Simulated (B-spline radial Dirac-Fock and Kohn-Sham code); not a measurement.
# Satellites and hypersatellites of the K lines of Te²⁻

System: Te²⁻ in the configuration [Kr] 4d10 5s2 5p6, inside a Watson sphere of charge +2 and radius 2.21 Å (a model of the Madelung potential; inside it an electron's potential energy is lowered by 13.0 eV).

Calculated with a radial B-spline solver, using Dirac-Fock energy differences between relaxed states, corrected for Breit and QED terms. Each two-hole energy is an average over J within one jj subconfiguration, not an observable level; in light atoms, where LS coupling holds, the j-resolved values are not observed lines, and for a K spectator the Kα1 hypersatellite is nearly forbidden. No correlation.

Lines without a spectator: Kα2 (K-L2) 27199.2 eV, Kα1 (K-L3) 27470.1 eV, Kβ3 (K-M2) 30939.2 eV, Kβ1 (K-M3) 30990.8 eV. Shifts in eV with one spectator hole (a dash: not computed, or left out as unreliable):

```
spectator hole    Kα2     Kα1     Kβ3     Kβ1
    L2 (2p1/2)  +67.5   +85.7       –  +179.7
    L3 (2p3/2)  +64.6   +65.3  +157.0       –
    M2 (3p1/2)      –  +10.04  +22.31  +27.09
    M3 (3p3/2)  +7.16       –  +22.58  +22.06
    M4 (3d3/2)  +1.26   -1.54       –       –
    M5 (3d5/2)  -2.08    0.00       –       –
```

**Question.** Where does the K-L3 hypersatellite lie, emitted when both K electrons are missing?

**Answer.** +626.4 eV from the normal line, at 28096.5 eV. Removing both K electrons costs 64474.0 eV, which is 839.3 eV more than twice the K binding energy.

With n spectator holes in 2p, averaged over the 2p shell (energies in eV):

| n | KαLⁿ | step | hypersatellite KαʰLⁿ |
| --- | --- | --- | --- |
| 0 | 27379.7 | – | 27999.1 |
| 1 | 27450.4 | +70.7 | 28071.3 |
| 2 | 27522.4 | +72.0 | 28144.8 |
| 3 | 27595.6 | +73.2 | 28219.5 |
| 4 | 27670.2 | +74.5 | 28295.5 |
| 5 | 27746.0 | +75.8 | 28372.9 |
